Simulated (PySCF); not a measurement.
Order these species by their calculated properties.

Each SMILES stands for a single optimised conformer of the isolated species, non-relativistic unless stated. Electronic properties by PySCF.

The conformers computed, where there is a choice (atom-mapped SMILES and torsion angles):
- `[CH3:1][SiH2:2][O:3][Si@H:4]([CH3:5])[CH:6]([F:7])[F:8]`: C1–Si2–O3–Si4 -52°, Si2–O3–Si4–C5 152°, O3–Si4–C6–F7 -60°
- `[OH:1][Si:2]([OH:3])([CH:4]1[CH2:5][CH2:6]1)[N:7]([SiH3:8])[SiH3:9]`: O1–Si2–C4–C5 -14°, O1–Si2–N7–Si8 -166°, H–O1–Si2–O3 -179°, H–O3–Si2–O1 41°
- `[CH3:1][CH2:2][CH2:3][P:4]([CH2:5][CH3:6])[CH2:7][C:8]#[N:9]`: C1–C2–C3–P4 62°, C2–C3–P4–C5 173°, C3–P4–C5–C6 80°, C3–P4–C7–C8 48°
- `[CH3:1][O:2][c:3]1[n:4][s:5][c:6]([F:7])[n:8]1`: C1–O2–C3–N4 180°
- `[CH3:1][CH2:2][N:3][C@@H:4]1[CH2:5][CH2:6][C@H:7]1[F:8]`: C1–C2–N3–C4 173°, C2–N3–C4–C5 -171°
- `[CH2:1]=[N:2][SiH2:3][C@@H:4]([F:5])[CH2:6][CH3:7]`: C1–N2–Si3–C4 114°, N2–Si3–C4–F5 -90°, Si3–C4–C6–C7 65°
- `[CH3:1][CH2:2][O:3][C@H:4]([CH2:5][F:6])[O:7][SiH3:8]`: C1–C2–O3–C4 -171°, C2–O3–C4–C5 -161°, O3–C4–C5–F6 83°, O3–C4–O7–Si8 38°

The conformers of `O=C1CCCc2ccccc21`, `C[Si@H](O)CCOCF` and `CC/C=P/N1CCCC1` aren't listed.

Question: Rank by dipole moment, lowest first (PBE0/pcSseg-1 at GFN2-xTB geometries).
A. `C#CC#CC1=CCC=CC1`
B. `CCCP(CC)CC#N`
C. `[Si](N([SiH3])[SiH3])(O)(O)C1CC1`
D. `Fc1snc(OC)n1`
E. `C[SiH2]O[Si@H](C)C(F)F`

Answer: C (1.21 D), A (1.42 D), D (1.61 D), E (2.30 D), B (2.72 D).

Question: Rank by HOMO energy, highest first (PBE0/pcSseg-1 at GFN2-xTB geometries).
A. `[SiH3]N([Si](O)(C1CC1)O)[SiH3]`
B. `CCCP(CC)CC#N`
C. `C#CC#CC1=CCC=CC1`
D. `C1Cc2ccccc2C(=O)C1`
E. `C[Si@H](O)CCOCF`

Answer: C (-6.56 eV), B (-7.05 eV), D (-7.15 eV), A (-7.47 eV), E (-8.19 eV).

Question: Rank by smallest rotational constant, highest first (GFN2-xTB).
A. `C(P(CCC)CC#N)C`
B. `C=N[SiH2][C@@H](F)CC`
C. `C(O[C@H](CF)O[SiH3])C`
D. `CC[N][C@@H]1CC[C@H]1F` [radical]
E. `C[SiH2]O[Si@H](C)C(F)F`
F. `C1=CCC=C(C1)C#CC#C`

Answer: B (1.263 GHz), D (0.958 GHz), C (0.812 GHz), A (0.758 GHz), E (0.673 GHz), F (0.511 GHz).

Question: Give the two extremes of that set in cm⁻¹.

Answer: `C#CC#CC1=CCC=CC1`: 0.0170 cm⁻¹; `C=N[SiH2][C@@H](F)CC`: 0.0421 cm⁻¹.

Question: Rank by HOMO–LUMO gap, highest first (PBE0/pcSseg-1 at GFN2-xTB geometries).
A. `CC[C@@H]([SiH2]N=C)F`
B. `C(C#C)#CC1CC=CCC=1`
C. `CCCP(CC)CC#N`
D. `O=C1CCCc2ccccc21`
E. `C[SiH2]O[Si@H](C)C(F)F`
F. `CC/C=P/N1CCCC1`
G. `C[Si@H](O)CCOCF`

Answer: G (9.08 eV), E (8.51 eV), C (7.31 eV), A (6.13 eV), D (5.55 eV), B (5.23 eV), F (5.09 eV).
